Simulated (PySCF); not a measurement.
C₃H₄O₂SSi.
SMILES with atom numbers: `[O:1]=[C:2]1[CH2:3][S:4][SiH2:5][C:6]1=[O:7]`

Cartesian coordinates in Å at the GFN2-xTB level; atoms count from 1:
```xyz
11
C3H4O2SSi angstrom
O     -1.4357    0.2458    1.8435
C     -0.9481    0.2091    0.7479
C     -1.1570   -0.9050   -0.2484
S      0.4815   -1.6405   -0.6430
Si     1.6322    0.1471   -0.3149
C      0.1056    1.1794    0.2408
O     -0.0443    2.3672    0.1335
H     -1.5960   -0.5297   -1.1735
H     -1.7778   -1.6964    0.1678
H      2.1745    0.6705   -1.5573
H      2.5707   -0.0448    0.7775
```

Probes without a nucleus sit at each ring's centroid and 1 Å off its mean plane on both sides; NICS is minus the shielding there, NICSzz its component along the normal. Level: GIAO PBE0/pcSseg-1 (PySCF, non-relativistic, gas phase) on the GFN2-xTB geometry, one conformer.

Ring bond lengths (Å), with Mayer bond orders in brackets: C2–C3 1.509 (0.94), C3–S4 1.839 (0.98), S4–Si5 2.151 (0.97), Si5–C6 1.925 (0.82), C6–C2 1.520 (0.83).

Q: What do the NICS probes read (ppm)?

A: 
```tsv
ring	type	NICS(0)	NICS(1), two faces	NICS(1)zz, two faces	rms pucker (Å)	centre to ring atoms, mean (Å)
C2–C3–S4–Si5–C6	5-membered ring with S and Si; formal bonds all single	3.0	-0.8 / -0.5	2.4 / 1.8	0.21	1.48
```

Q: What do they say, and how far can they be read as aromaticity?

A: 
- C2–C3–S4–Si5–C6: mean NICS(1)zz 2.1 ppm, near zero. C3, Si5 have four or more neighbours; no verdict on aromaticity is drawn.

Q: At the second NICS(1) probe listed for ring C2–C3–S4–Si5–C6, 1 Å off the ring, how large is the induced field along the normal in 1 T applied along it?

A: NICSzz × B0 = 1.8 ppm × 1 T = 2 μT, along the applied field.

Q: List the ring angles and the Hirshfeld charges of the ring atoms.

A: 
- C2–C3–S4–Si5–C6: C2 110.3° (+0.150 e), C3 108.3° (-0.078 e), S4 96.4° (-0.080 e), Si5 93.8° (+0.321 e), C6 107.7° (+0.074 e); sum 516.4° against 540° for a flat convex ring.

Q: How shielded are the nuclei of the rings and their hydrogens (means over atoms taken as equivalent)?

A: 
```csv
atoms,environment,σ isotropic (ppm),"principal values of the symmetric part, first atom (ppm)"
C2,ketone carbonyl carbon,-26.9,"-106.6, -70.5, 96.4"
C3,sp3 carbon bound to sulfur,161.0,"145.0, 162.5, 175.4"
S4,sulfur bonded to C and Si,697.9,"555.7, 629.2, 908.8"
Si5,SiH2 silicon,439.4,"337.8, 445.1, 535.3"
C6,carbonyl carbon,-65.4,"-199.6, -87.8, 91.0"
H8 (×2),methylene hydrogen,28.60,"23.2, 26.6, 35.3"
H10 (×2),Si–H hydrogen,27.15,"23.2, 25.2, 33.5"
```
